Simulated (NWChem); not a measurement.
CClF, singlet; SMILES F[C]Cl

```xyz
3

F     -0.2550     1.4527     0.0000
C      0.6746     0.5645     0.0000
Cl    -0.1181    -0.9884     0.0000
```
Atoms are numbered in this order, from 1.

All runs: NWChem. Low-valent species are run as closed-shell singlets; no triplet was tried in these runs. Coordinates come from a PBE0/def2-SVP optimisation. B3LYP is NWChem's, with the RPA form of VWN correlation. Level: B3LYP/def2-SVP with SMD (1 M gas to 1 M solution), gas-phase geometry.

Question: Predict the results for solvent cyclohexanone. Quantities: solvation free energy (kcal/mol); cavity-dispersion-structure term (kcal/mol); dipole in solution (D).

Answer: The solvation free energy (kcal/mol) comes out as 1.1, the cavity-dispersion-structure term (kcal/mol) is 2.8 and the dipole in solution (D) is 1.17.
